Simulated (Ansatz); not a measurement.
Geometry optimisation, RHF/6-31G* (Ansatz).

Input file:

```yaml
crystal:
  periodic: [false, false, false]
  atoms:
    - { symbol: B, position_ang: [-1.7855, -1.3155, 0.509] }
    - { symbol: Si, position_ang: [-0.4565, -0.7806, -0.7718] }
    - { symbol: C, position_ang: [1.0929, -1.6827, -0.3729] }
    - { symbol: Si, position_ang: [-0.0179, 1.4309, -0.6463] }
    - { symbol: C, position_ang: [0.454, 1.8457, 1.0715] }
    - { symbol: Cl, position_ang: [1.4081, 1.9719, -2.0016] }
    - { symbol: H, position_ang: [-1.6497, -1.0587, 1.6525] }
    - { symbol: H, position_ang: [-2.7945, -1.7551, 0.1102] }
    - { symbol: H, position_ang: [-0.8778, -1.1112, -2.0905] }
    - { symbol: H, position_ang: [0.9546, -2.7766, -0.401] }
    - { symbol: H, position_ang: [1.436, -1.4204, 0.6909] }
    - { symbol: H, position_ang: [1.9365, -1.3832, -1.0619] }
    - { symbol: H, position_ang: [-1.3811, 2.1679, -0.9797] }
    - { symbol: H, position_ang: [1.3617, 1.319, 1.347] }
    - { symbol: H, position_ang: [0.6307, 2.9298, 1.1618] }
    - { symbol: H, position_ang: [-0.3343, 1.5963, 1.8269] }
basis:
  gaussian: { orbitals: "6-31G*" }
hamiltonian:
  xc: hf
relax:
  f_tol: 0.015
  max_steps: 40
output:
  orbitals: {}
```

Launched with:

```bash
$ ansatz run input.yaml --threads 2 --pin off --max-ram 3072MiB --backend cpu --events-out ev --progress --plain --runs-dir out
```

Q: Where does it end, and by what steps?

A: The forces met the threshold. The force dipped under the threshold on the way, but the program's further checks kept it going. After 22 steps the energy has fallen by 0.736 eV; H7 moved furthest, 0.92 Å.

| step | energy less start (eV) | largest force component (eV/Å) | accepted |
| --- | --- | --- | --- |
| 0 | 0.0000 | 2.904 | yes |
| 1 | -0.4213 | 2.312 | yes |
| 2 | -0.6887 | 0.500 | yes |
| 3 | -0.7138 | 0.230 | yes |
| 4 | -0.7180 | 0.129 | yes |
| 5 | -0.7258 | 0.073 | yes |
| 6 | -0.7286 | 0.209 | yes |
| 7 | -0.7307 | 0.085 | yes |
| 8 | -0.7330 | 0.065 | yes |
| 9 | -0.7221 | 0.554 | no |
| 10 | -0.7332 | 0.098 | yes |
| 11 | -0.7341 | 0.109 | yes |
| 12 | -0.7344 | 0.062 | yes |
| 13 | -0.7349 | 0.021 | yes |
| 14 | -0.7351 | 0.023 | yes |
| 15 | -0.7352 | 0.061 | yes |
| 16 | -0.7352 | 0.070 | no |
| 17 | -0.7355 | 0.014 | yes |
| 18 | -0.7355 | 0.010 | yes |
| 19 | -0.7356 | 0.015 | yes |
| 20 | -0.7356 | 0.018 | yes |
| 21 | -0.7357 | 0.017 | yes |
| 22 | -0.7357 | 0.009 | yes |

```xyz
16
Properties=species:S:1:pos:R:3
B -1.908 -1.394 0.562
Si -0.413 -0.892 -0.732
C 1.221 -1.803 -0.404
Si -0.087 1.447 -0.610
C 0.411 2.072 1.097
Cl 1.439 1.974 -1.945
H -1.700 -1.972 1.582
H -3.036 -1.084 0.336
H -0.862 -1.167 -2.120
H 1.097 -2.875 -0.524
H 1.574 -1.625 0.607
H 1.998 -1.482 -1.091
H -1.287 2.173 -1.067
H 1.309 1.578 1.455
H 0.603 3.140 1.078
H -0.383 1.888 1.818
```

The run took 71 s on 2 threads of Arm Neoverse V1, with other jobs on the host, peak memory 0.31 GiB.
